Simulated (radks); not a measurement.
Results of a calculation; reference values are marked as such.
Q: Radial electron density D(r) = 4 pi r^2 rho(r) of an atom or ion with 52 electrons. Code: a radial shooting solver on a logarithmic mesh with Libxc functionals. Model: scalar-relativistic Kohn-Sham, PBE, spin-polarised, spherical densities, finite nucleus; Fermi nuclear charge, rms radius of each element as measured or else 0.836 A^(1/3) + 0.57 fm.

| r (bohr) | D(r) (e/bohr) | spin D(r) |
|---|---|---|
| 0.002507 | 9.065 | -0.0000982 |
| 0.003453 | 14.79 | -0.000138 |
| 0.004793 | 23.49 | -0.000148 |
| 0.006601 | 34.98 | -0.00000431 |
| 0.009163 | 48.89 | 0.000674 |
| 0.01262 | 61.52 | 0.00278 |
| 0.01752 | 68.58 | 0.00854 |
| 0.02412 | 66.64 | 0.0212 |
| 0.03349 | 60.54 | 0.0444 |
| 0.04612 | 63.53 | 0.0717 |
| 0.06402 | 80.24 | 0.0781 |
| 0.08887 | 88.75 | 0.0333 |
| 0.1224 | 72.96 | -0.00814 |
| 0.1699 | 63.70 | 0.0776 |
| 0.234 | 74.59 | 0.165 |
| 0.3248 | 57.14 | 0.0236 |
| 0.4473 | 27.05 | 0.119 |
| 0.6209 | 27.15 | 0.394 |
| 0.8551 | 24.17 | 0.0247 |
| 1.187 | 10.68 | 0.340 |
| 1.635 | 4.928 | 1.61 |
| 2.269 | 2.709 | 1.68 |
| 3.125 | 0.8015 | 0.614 |
| 4.338 | 0.08251 | 0.0717 |
| 6.022 | 0.09187 | 0.0917 |
| 8.293 | 0.1814 | 0.181 |
| 11.51 | 0.06405 | 0.0641 |
| 15.85 | 0.004869 | 0.00487 |

What is the nuclear charge?

A: Z = 53. The innermost maximum, from 1s, lies near gamma/Z bohr with gamma = sqrt(1 - (Z/c)^2) = 0.922, here 0.0174 bohr (found: 0.0191), and its height grows with Z. The density is that of the iodine ion I+ in [Kr] 4d10 5s2 5p3 6d1; the configuration itself is not fixed sharply by these data, and Z only to a few units. D(r) has 5 maxima, at r = 0.0191, 0.0840, 0.244, 0.700, 8.16 bohr, and minima at 0.0372, 0.159, 0.508, 4.97 bohr, inside which lie 1.99, 11.17, 28.92, 51.07 electrons.
